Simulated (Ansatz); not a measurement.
Stepwise reaction of `[NH2][In]([NH2])[NH2]` with hydrogen chloride, as a gas-phase model of exchange steps in deposition or etching. ΔE in kJ/mol; ΔG adds harmonic PBE0-D4 terms to CCSD(T)/CBS, at 1 bar.

Computed with Ansatz on PBE0-D4/def2-TZVP structures; ΔE is electronic, products minus reactants. CCSD(T)/CBS adds triple-zeta CCSD(T) − MP2 to the extrapolated MP2 energy (def2 sets, frozen cores). This one scheme is used for every species. Functionals use def2-TZVPP. B3LYP here is the variant with VWN-RPA as its local correlation; programs differ in this. def2 core potentials past Kr. For In outer-core shells are correlated without core-valence functions, which leaves a few kJ/mol of doubt a bond. One conformer a species, not always the lowest.

| step | reaction | PBE-D4 | B3LYP-D4 | ωB97M-V | CCSD(T)/CBS | ΔG(500 K) |
| --- | --- | --- | --- | --- | --- | --- |
| 2 | `[NH2][In]([NH2])[Cl]` + HCl → `[NH2][In]([Cl])[Cl]` + NH₃ | -104.8 | -108.7 | -107.8 | -103.0 | -97.8 |
| 3 | `[NH2][In]([Cl])[Cl]` + HCl → `[Cl][In]([Cl])[Cl]` + NH₃ | -92.2 | -96.2 | -95.8 | -91.5 | -76.4 |

(1) Give the row of step 1, `[NH2][In]([NH2])[NH2]` + HCl → `[NH2][In]([NH2])[Cl]` + NH₃. (An estimate is asked.)

(2) By hand: ΔE of the 3 steps together at CCSD(T)/CBS.

## Answers

(1) Ansatz gave: 
| step | reaction | PBE-D4 | B3LYP-D4 | ωB97M-V | CCSD(T)/CBS | ΔG(500 K) |
| --- | --- | --- | --- | --- | --- | --- |
| 1 | `[NH2][In]([NH2])[NH2]` + HCl → `[NH2][In]([NH2])[Cl]` + NH₃ | -121.5 | -125.0 | -124.0 | -118.6 | -105.8 |

(2) (-118.6) + (-103.0) + (-91.5) = -313.1 kJ/mol, or -104.4 kJ/mol a step.

In ΔE each step is higher than the one before. All are downhill at CCSD(T)/CBS. ΔG lies between -105.8 and -76.4 kJ/mol a step. PBE-D4 differs from CCSD(T)/CBS by -2.9 to -0.7 kJ/mol a step. Isolated molecules leave out the surface, adducts and barriers. Largest T1 diagnostic: 0.014.
